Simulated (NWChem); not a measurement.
C3H8NO cation; SMILES N(C=[OH+])(C)C

```xyz
13

C     -1.4469     0.4610     0.0043
N      0.0208     0.3874     0.0018
C      0.7516     1.6614     0.0001
C      0.6637    -0.7499     0.0004
O      0.0121    -1.8832     0.0015
H     -1.7745     1.0157     0.9055
H     -1.8830    -0.5515     0.0073
H     -1.7781     1.0133    -0.8970
H      1.8417     1.4822    -0.0062
H      0.4766     2.2392     0.9042
H      0.4670     2.2421    -0.8990
H      1.7691    -0.7351    -0.0016
H      0.6156    -2.6562     0.0007
```
Atoms are numbered in this order, from 1.

All runs: NWChem. Pople sets run with spherical d functions. Geometry: optimised at PBE-D3(BJ)/def2-SVP. No frequency run checked for a minimum. Atomic charges in e: unrestrained fits to the electrostatic potential beside Mulliken populations; buried atoms are poorly determined by the fit.

Q: Estimate the computed values for Hartree-Fock/6-31G*. Quantities: ESP C1; Mulliken C1; ESP N2; Mulliken N2; ESP C3; Mulliken C3; ESP C4; Mulliken C4; ESP O5; Mulliken O5; relative RMS misfit of the potential (%).

A: The ESP C1 is -0.01 and the Mulliken C1 comes out as -0.35. The ESP N2 comes out as 0.03 and the Mulliken N2 is -0.55. The ESP C3 comes out as -0.22. The Mulliken C3 comes out as -0.33 and the ESP C4 comes out as 0.33. The Mulliken C4 comes out as 0.56, the ESP O5 comes out as -0.46 and the Mulliken O5 is -0.66. The relative RMS misfit of the potential (%) is 3.
